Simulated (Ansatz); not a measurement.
CH4OSi, SMILES `O[C][SiH3]` (singlet; the order of the spin states depends on the level; H–O–C–Si torsion 180°) (charge 0, multiplicity 1). This singlet lies 0.46 eV below the relaxed triplet at the level frozen-core CCSD(T)/cc-pVTZ // PBE0-D3(BJ)/def2-TZVP (Ansatz, a first-principles code); other levels give the other order.

Cartesian coordinates (Å):
SMILES: O[C][SiH3]
```xyz
7

O      1.7623    -0.1124    -0.1070
C      0.6823    -0.8203     0.0633
Si    -0.9054     0.2540     0.0284
H      2.5357    -0.6990    -0.0813
H     -1.5658    -0.0122     1.3341
H     -1.7333    -0.3372    -1.0565
H     -0.7759     1.7271    -0.1810
```
Charge 0, multiplicity 1.

Frozen-core energies in 6-31g from Ansatz at a geometry from PBE0-D3(BJ)/def2-TZVP; the HF reference has <S^2> = 0.00 (restricted, and unstable towards unrestricted orbitals) and the T1 diagnostic is 0.019.

```tsv
level	energy (Ha)	difference from CCSDT(Q) (mHa)
HF	-403.74917	290.58
MP2	-403.99819	41.56
CCSD	-404.03107	8.68
CCSD(T)	-404.03810	1.64
CCSDT	-404.03900	0.74
CCSDT(Q)	-404.03975	0.00
```
